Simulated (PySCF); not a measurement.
selenium dioxide (O₂Se), SMILES O=[Se]=O. Geometry optimised at PBE0-D3(BJ)/def2-TZVP.

PySCF with TDDFT-PBE0/def2-SVPD puts the lowest singlet excitations at 3.19, 3.31, 5.08, 6.71, 6.92, 7.48 eV.

**Question.** What are the lowest excitation roots from ADC(2)/aug-cc-pVDZ (PySCF)? (The exact figures need the calculation; the answer reports its results.)

**Answer.** 3.01, 3.03, 4.68, 6.75, 6.79, 6.80 eV. S1 differs by -0.18 eV (second minus first; roots are paired by order, and the bases may differ).
